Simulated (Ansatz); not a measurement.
`[Cl][In]([Cl])[Cl]` + H₂O → `[OH][In]([Cl])[Cl]` + HCl  (formal hydrolysis of the In–Cl bond)

Isolated molecules relaxed with PBE0-D4/def2-TZVP in Ansatz; ΔE leaves out vibrations. CBS: MP2 limit from def2 TZ/QZ plus the TZ coupled-cluster correction, frozen cores. This one scheme is used for every species. DFT in def2-TZVPP. HSE06 is defined as in plane-wave codes. def2 core potentials past Kr. For In outer-core shells are correlated without core-valence functions, which leaves a few kJ/mol of doubt a bond. One conformer a species, not always the lowest.

`[Cl][In]([Cl])[Cl]`:

```xyz
4

Cl    0.264    1.119   -1.984
In   -0.001    0.000    0.000
Cl   -0.087   -2.291    0.021
Cl   -0.176    1.172    1.963
```

H₂O:

Cartesian coordinates in Å:
```
O 0.146 -0.226 -0.281
H 0.630 0.235 0.408
H -0.776 -0.009 -0.126
```

`[OH][In]([Cl])[Cl]`:

Cartesian coordinates in Å:
```
O 0.900 1.139 0.603
In -0.170 -0.197 -0.354
Cl -1.320 -1.803 0.837
Cl -0.269 -0.151 -2.642
H 0.859 1.012 1.555
```

HCl:

```xyz
2

Cl    0.315    0.381   -0.405
H    -0.315   -0.381    0.405
```

CCSD(T)/CBS gives +19.9 kcal/mol.

(1) Another level gave +21.2 kcal/mol. Which?
A. BHLYP-D4/def2-TZVPP
B. HSE06-D4/def2-TZVPP
C. CCSD(T)/def2-TZVPP
D. BLYP/def2-TZVPP

Largest T1 diagnostic among the species: 0.014.

Answers

(1) B. HSE06-D4 21.2, CCSD(T)/def2-TZVPP 19.2, BLYP 17.6, BHLYP-D4 22.2 kcal/mol.

In def2-TZVPP, CCSD(T) changes the Hartree–Fock value by −4.5 kcal/mol (the triples alone add −0.6 kcal/mol) and MP2 by −4.0 kcal/mol. Leaving LDA and LC-ωPBE aside and taking each functional with its dispersion term where it has one, the values, not all of them listed here, spread over 4.1 kcal/mol, from BLYP-D4 to BHLYP-D4. From BLYP to BHLYP (50 % exact exchange), in def2-TZVPP and without D4, ΔE moves by +3.9 kcal/mol.
